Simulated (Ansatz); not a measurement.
This geometry of Cl2FGeH + H2O (8 atoms, charge 0, multiplicity 1) is a first-order saddle point.

Computed with Ansatz, RKS PBE0-D4/def2-mTZVP.

```xyz
8
Properties=species:S:1:pos:R:3
Ge -0.321 -0.004 -0.173
F -0.210 0.772 1.767
H 1.047 -0.585 0.149
Cl -0.479 1.928 -1.033
Cl -1.003 -1.366 -1.750
O -1.897 -0.311 0.871
H -2.131 -1.241 0.992
H -1.298 0.177 1.691
```

(1) Which two structures does it join? (They come from a converged band through this point; their orientation in space is the band's.)

(2) How far does it lie above each of them?

## Answers

(1) Bonds broken: Ge1–F2, O6–H8. Bonds formed: Ge1–O6, F2–H8. Cl2FGeH + H2O becomes Cl2GeH2O + FH.

First end point:

```xyz
8
Properties=species:S:1:pos:R:3
Ge 0.355 0.055 -0.212
F 0.209 -0.008 1.513
H 1.849 0.023 -0.521
Cl -0.518 1.845 -0.934
Cl -0.576 -1.683 -1.022
O -2.582 0.045 1.023
H -2.958 -0.821 0.835
H -2.072 -0.086 1.832
```

Last end point:

```xyz
8
Properties=species:S:1:pos:R:3
Ge -0.336 -0.080 -0.595
F -0.635 0.082 3.165
H 1.049 -0.062 0.027
Cl -0.794 1.728 -1.634
Cl -0.594 -1.701 -1.961
O -1.504 -0.278 0.725
H -2.431 -0.256 0.458
H -1.049 -0.063 2.331
```

(2) 0.81 eV above the first and 0.76 eV above the second. This is the barrier of this one path; another mechanism may lie lower. The orbitals stay closed-shell, which can raise the energy where a bond breaks towards radicals; this wasn't checked here.

Run time: 6.4 min on 4 threads of Arm Neoverse V1, with other jobs on the host, peak memory 0.38 GiB.
